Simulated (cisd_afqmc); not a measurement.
Input (AFQMC/CISD/def2-SVP; cisd_afqmc is a phaseless AFQMC code with CISD trial states that reads the integrals written by Ansatz):

Ansatz 0.2 input:
```python
import cisd_afqmc

open("ham.yaml", "w").write("""\
crystal:
  periodic: [false, false, false]
  atoms:
    - {symbol: In, position_ang: [-0.31615618, -0.46755703, 0.14934876]}
    - {symbol: H, position_ang: [0.47616989, -1.60716710, 1.15856422]}
    - {symbol: H, position_ang: [-1.90682339, -0.48174756, -0.49881050]}
    - {symbol: S, position_ang: [1.05098221, 1.43545381, -0.42534956]}
    - {symbol: H, position_ang: [0.10659085, 2.03194812, -1.17225009]}
basis:
  gaussian:
    orbitals: def2-SVP
magnetization: {spin_polarized: false}
correlation: {method: ccsd, electrons: outside_noble_gas, hamiltonian_folder: ham}
""")
rep = cisd_afqmc.ansatz("ham.yaml")
e_ccsd = rep["correlation"]["coupled_cluster"]["energy"]["hartree"]
out = cisd_afqmc.run("ham", e_ccsd, trial="CISD", walkers=200, populations=8, threads=8, dt=0.005, steps=40, early=36, settle=10, least=32,
    cut=5e-5, rank_cut=2e-4, target=0.0004, seconds=1500, seed=1, memory=17280, gpu=False)
```

Output:

```
orbitals 45, occupied [6], factors 256 of 654, rank of the doubles 92 of 234
E(HF) = -588.366855
E(CCSD) on the cut factors = -588.593680, shift to the whole factors -0.000012
Energy of the trial state on the determinant = -588.593692
  tau behind 10.8 of longer steps, mean of the populations' last blocks
   2.0  -588.60091
   4.0  -588.60057
   6.0  -588.60026
   8.0  -588.60042
blocks 321 (0 outliers left out), error by blocks joined: 1: 0.00009, 2: 0.00012, 4: 0.00015, 8: 0.00019, 16: 0.00024
E(AFQMC/CISD) = -588.60037 +/- 0.00024
```

The error still grows at the longest joins of blocks, or few joins were possible, so the printed bar may be too narrow.
